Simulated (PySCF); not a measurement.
C₂H₉NO₂Sn (SMILES C[CH2][Sn]([NH2])([OH])[OH]), singlet, at a GFN2-xTB geometry (such geometries of metal compounds can be far from the true shape) (all electrons, no relativity); CASSCF(6,4)/STO-3G in PySCF.

Here is a job for PySCF.
```python
from pyscf import gto, scf, mcscf
import numpy

mol = gto.M(
    atom='''
C    -2.36561140   -1.59451700   -0.15591837
C    -1.86263764   -0.24572322   -0.61495924
Sn    0.20602273    0.14699359   -0.00052830
N     1.57180603   -1.19515384   -0.73403468
O     0.89520548    1.93931123   -0.50247853
O     0.37267688    0.22306016    1.96998363
H    -1.78854651   -2.40115845   -0.59973214
H    -2.31193308   -1.68616406    0.92562268
H    -3.40607193   -1.71241845   -0.45817801
H    -1.88074257   -0.16542504   -1.69933920
H    -2.45480127    0.56297245   -0.19073492
H     2.51575073   -0.87457070   -0.54067304
H     1.48741520   -2.08999035   -0.26425250
H     1.17147763    2.02778138   -1.41258509
H     0.59010830    1.09784117    2.28975491
''',
    basis='sto-3g',
    verbose=4,
)

mf = scf.RHF(mol)
mf.kernel()
mc = mcscf.CASSCF(mf, 4, 6)
mc.fix_spin_(ss=0.0)
mc.kernel()
occ = numpy.linalg.eigvalsh(mc.fcisolver.make_rdm1(mc.ci, mc.ncas, mc.nelecas))[::-1]
ss = mc.fcisolver.spin_square(mc.ci, mc.ncas, mc.nelecas)[0]
print('natural occupations', occ.round(4), ' <S^2>', round(ss, 4))
```

It wrote (shortened):

```
PySCF version 2.14.0

[INPUT] verbose = 4
[INPUT] num. atoms = 15
[INPUT] num. electrons = 94
[INPUT] charge = 0
[INPUT] spin (= nelec alpha-beta = 2S) = 0
[INPUT] symmetry False subgroup None
[INPUT] Mole.unit = angstrom
[INPUT] Symbol           X                Y                Z      unit          X                Y                Z       unit  Magmom
[...]
nuclear repulsion = 664.603347205183
number of shells = 35
number of NR pGTOs = 183
number of NR cGTOs = 61
basis = sto-3g
ecp = {}

******** <class 'pyscf.scf.hf.RHF'> ********
method = RHF
initial guess = minao
damping factor = 0
level_shift factor = 0
DIIS = <class 'pyscf.scf.diis.CDIIS'>
diis_start_cycle = 1
diis_space = 8
diis_damp = 0
SCF conv_tol = 1e-09
SCF conv_tol_grad = None
SCF max_cycles = 50
direct_scf = True
direct_scf_tol = 1e-13
Set gradient conv threshold to 3.16228e-05
Initial guess from minao.
init E= -6228.14987311137
[...]
cycle= 1 E= -6244.56489030945  delta_E= -16.4  |g|= 0.732  |ddm|= 4.57
[...]
cycle= 2 E= -6244.79334208935  delta_E= -0.228  |g|= 0.176  |ddm|= 1.42
[...]
cycle= 3 E= -6244.80578319252  delta_E= -0.0124  |g|= 0.0416  |ddm|= 0.319
[...]
cycle= 4 E= -6244.80689290237  delta_E= -0.00111  |g|= 0.0116  |ddm|= 0.106
[...]
cycle= 5 E= -6244.80698691097  delta_E= -9.4e-05  |g|= 0.00323  |ddm|= 0.0322
[...]
cycle= 6 E= -6244.80699705812  delta_E= -1.01e-05  |g|= 0.000908  |ddm|= 0.0121
[...]
cycle= 7 E= -6244.80699790537  delta_E= -8.47e-07  |g|= 0.000131  |ddm|= 0.00417
[...]
cycle= 8 E= -6244.80699792244  delta_E= -1.71e-08  |g|= 3.91e-05  |ddm|= 0.000499
[...]
cycle= 9 E= -6244.80699792402  delta_E= -1.58e-09  |g|= 1.11e-05  |ddm|= 0.00015
[...]
cycle= 10 E= -6244.80699792409  delta_E= -7.46e-11  |g|= 2.77e-06  |ddm|= 4.19e-05
[...]
Extra cycle  E= -6244.80699792417  delta_E= -7.28e-11  |g|= 1.35e-06  |ddm|= 7.16e-06
converged SCF energy = -6244.80699792417

******** <class 'pyscf.mcscf.mc1step.CASSCF'> ********
CAS (3e+3e, 4o), ncore = 44, nvir = 13
max_cycle_macro = 50
max_cycle_micro = 4
conv_tol = 1e-07
conv_tol_grad = None
orbital rotation max_stepsize = 0.02
orbital rotation threshold for CI restart = 0.01
augmented hessian ah_max_cycle = 30
augmented hessian ah_conv_tol = 1e-12
augmented hessian ah_linear dependence = 1e-14
augmented hessian ah_level shift = 1e-08
augmented hessian ah_start_tol = 2.5
augmented hessian ah_start_cycle = 3
augmented hessian ah_grad_trust_region = 3
kf_trust_region = 3
kf_interval = 4
ci_response_space = 4
[...]
CASCI E = -6244.80990763723  S^2 = 0.0000000
[...]
macro iter  18 (  7 JK    2 micro), CASSCF E = -6244.82133666153  dE = -1.10794208e-05  S^2 = 0.0000000
               |grad[o]|=0.000307  |grad[c]|=0.00643  |ddm|=0.000217  |maxRot[o]|=0.0698
macro iter  19 (  7 JK    2 micro), CASSCF E = -6244.82134395638  dE = -7.29485146e-06  S^2 = 0.0000000
               |grad[o]|=0.000243  |grad[c]|=0.00626  |ddm|=0.00167  |maxRot[o]|=0.0673
macro iter  20 (  7 JK    2 micro), CASSCF E = -6244.82134864029  dE = -4.68390863e-06  S^2 = 0.0000000
               |grad[o]|=0.000223  |grad[c]|=0.0067  |ddm|=0.00274  |maxRot[o]|=0.0697
macro iter  21 (  7 JK    2 micro), CASSCF E = -6244.82135276710  dE = -4.12681493e-06  S^2 = 0.0000000
               |grad[o]|=0.000132  |grad[c]|=0.00631  |ddm|=0.00176  |maxRot[o]|=0.0697
macro iter  22 (  6 JK    1 micro), CASSCF E = -6244.82135667268  dE = -3.90558034e-06  S^2 = 0.0000000
               |grad[o]|=0.000134  |grad[c]|=0.00479  |ddm|=0.000234  |maxRot[o]|=0.0795
macro iter  23 (  7 JK    2 micro), CASSCF E = -6244.82135867764  dE = -2.00496288e-06  S^2 = 0.0000000
               |grad[o]|=0.000109  |grad[c]|=0.000821  |ddm|=0.00204  |maxRot[o]|=0.0696
macro iter  24 (  7 JK    2 micro), CASSCF E = -6244.82135930514  dE = -6.27495865e-07  S^2 = 0.0000000
               |grad[o]|=0.000145  |grad[c]|=0.000236  |ddm|=0.00131  |maxRot[o]|=0.0533
macro iter  25 (  6 JK    2 micro), CASSCF E = -6244.82135958890  dE = -2.83757799e-07  S^2 = 0.0000000
               |grad[o]|=0.000311  |grad[c]|=0.000404  |ddm|=0.000262  |maxRot[o]|=0.0259
macro iter  26 (  6 JK    1 micro), CASSCF E = -6244.82135971614  dE = -1.27241037e-07  S^2 = 0.0000000
               |grad[o]|=7.82e-05  |grad[c]|=0.000969  |ddm|=0.000224  |maxRot[o]|=0.0284
macro iter  27 (  6 JK    1 micro), CASSCF E = -6244.82135983192  dE = -1.15781404e-07  S^2 = 0.0000000
               |grad[o]|=9.59e-05  |grad[c]|=0.00156  |ddm|=0.000328  |maxRot[o]|=0.0407
macro iter  28 (  6 JK    1 micro), CASSCF E = -6244.82135984912  dE = -1.72030923e-08  S^2 = 0.0000000
               |grad[o]|=4.43e-05  |grad[c]|=5.88e-05  |ddm|=1.36e-05  |maxRot[o]|=0.00778
1-step CASSCF converged in  28 macro (243 JK  60 micro) steps
CASSCF canonicalization
Density matrix diagonal elements [1.99909741 1.974906   1.99731136 0.02868523]
CASSCF energy = -6244.82135984912
CASCI E = -6244.82135984912  E(CI) = -7.88320237956123  S^2 = 0.0000000
natural occupations [1.9999 1.9997 1.9719 0.0286]  <S^2> 0.0
```
